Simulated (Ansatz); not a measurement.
Consider the formal hydrolysis of the Si–C bond: `C[Si](N)(F)Cl` + H₂O → `N[Si](O)(F)Cl` + CH₄.

Gas-phase electronic energies from Ansatz, PBE0-D4/def2-TZVP geometries. CCSD(T)/CBS is the MP2 limit (def2-TZVPP, def2-QZVPP) plus CCSD(T) − MP2 in def2-TZVPP, frozen cores. This one scheme is used for every species. DFT in def2-TZVPP. HSE06 is defined as in plane-wave codes. Each species was taken in one conformer, which may not be the lowest.

```
             level  ΔE (kcal/mol)  difference from CCSD(T)/CBS
           BLYP-D4          -25.8                         -0.4
          BHLYP-D4          -27.7                         -2.3
           ωB97X-V          -25.8                         -0.4
          PBE-QIDH          -25.9                         -0.5
            revPBE          -24.1                          1.3
              BLYP          -26.7                         -1.3
             HSE06          -25.0                          0.4
RPA@PBE/def2-TZVPP          -25.7                         -0.3
     CCSD/def2-SVP          -25.8                         -0.4
    MP2/def2-QZVPP          -25.8                         -0.4
       CCSD(T)/CBS          -25.4                            0
```

Largest T1 diagnostic among the species: 0.010.

From BLYP to BHLYP (50 % exact exchange), in def2-TZVPP and without D4, ΔE moves by −1.7 kcal/mol. The D4 term adds +0.8 kcal/mol with B3LYP and +0.5 kcal/mol with PBE0; it sums over pairs of atoms, weighted by their polarisabilities, and B3LYP, whose exchange is more repulsive, gets the larger term. In def2-TZVPP, CCSD(T) changes the Hartree–Fock value by +4.0 kcal/mol (the triples alone add +0.4 kcal/mol) and MP2 by +3.9 kcal/mol.

B3LYP here is the variant with VWN-RPA as its local correlation; programs differ in this.
